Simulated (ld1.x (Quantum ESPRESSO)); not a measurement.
## Configuration tests for Bi (Z = 83) (TM)

| Item | Value |
| --- | --- |
| Element | Bi |
| Generator | ld1.x (Quantum ESPRESSO) 7.5 |
| Type | norm-conserving Troullier–Martins (Kleinman–Bylander form) |
| Functional | PBE |
| Relativity | fully relativistic |
| Frozen core | [Xe] 4f14 5d10 |
| Valence charge | 5 |
| Reference configuration | 6s2 6p2 (charge +1) |
| Partial waves | 6s (bound): rc 2.22 bohr; 6p (bound): rc 2.10 bohr |
| Local potential | all-electron potential smoothed inside 1.80 bohr (lloc = -2) |
| Core correction | a·sin(br)/r model core inside 1.95 bohr |

Open shells are filled in proportion to 2j + 1 (rel_dist='average').

Energies are relative to the spin-unpolarised reference configuration 6s2 6p2; without spin polarisation the order of configurations can differ from experiment.

```
valence configuration  charge  ΔE all-electron (eV)  error AE − PS (meV)
              6s2 6p3       0                -8.059                 -6.4
              6s2 6p1      +2                15.425                  -23
              6s2 6p0      +3                38.987                 -148
            6s2 6p2.5    +0.5                -4.892                 -2.4
              6s1 6p3      +1                10.589                  -26
```

Task: What are ΔE and the potential's error for 6s0 6p5?

Result: ΔE = 11.976 eV all-electron; the error (AE − PS) is -78 meV.

Task: What are ΔE and the potential's error for 6s1 6p4?

Result: ΔE = 1.799 eV all-electron; the error (AE − PS) is -15 meV.

Levels in the configuration 6s2 6p2.5:

| level | all-electron (eV) | pseudo (eV) |
| --- | --- | --- |
| 6s j=1/2 | -18.070 | -18.051 |
| 6p j=1/2 | -9.422 | -9.411 |
| 6p j=3/2 | -7.311 | -7.304 |

Note: ghost state, extra bound levels that the all-electron valence spectrum of the same l lacks: d at -9.5 eV. A true bound ghost makes a file unfit for plane-wave use.
